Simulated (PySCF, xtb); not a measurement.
AgI, SMILES [Ag][I], multiplicity 1.

Harmonic wavenumbers (cm⁻¹) from GFN2-xTB run with xtb at its own minimum, in rising order: 228.

Q: What does PBE-D3(BJ)/def2-TZVP (PySCF 2.14.0) give at its own minimum? (The exact figures need the calculation; the answer reports its results.)

A: 196. Paired by order, the mean absolute difference is 32 cm⁻¹ and the zero-point energies are 0.3 and 0.3 kcal/mol.
